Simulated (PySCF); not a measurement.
# Working out the ionisation energy of Ca

Ca [Ar] 4s2 (1S) → Ca⁺ [Ar] 4s1 (2S). Calculation: PySCF 2.14, in x2c-TZVPPall (6s5p3d, 36 functions); scalar relativity by spin-free X2C-1e. Frozen: [Ne]. Energies in hartree (1 hartree = 27.21139 eV):

| part | Ca (lower) | Ca⁺ (upper) |
| --- | --- | --- |
| UHF | -679.620198 | -679.431358 |
| CCSD correlation | -0.222151 | -0.191095 |
| (T) | -0.004529 | -0.002864 |

Q: What does Hartree-Fock give?

A: (-679.431358) − (-679.620198) = 0.188840 hartree = 5.139 eV.

Q: What do CCSD and CCSD(T) give?

A: The CCSD correlation energies differ by 0.031056 hartree = 0.845 eV and the triples by 0.001665 hartree = 0.045 eV, so CCSD gives 5.984 eV and CCSD(T) 6.029 eV.

Measured between the centres of the two terms (NIST): 6.113 eV, so CCSD(T) (valence and next inner shell) is off by -0.084 eV.

What remains against the reference includes basis incompleteness, the frozen core and higher excitations.
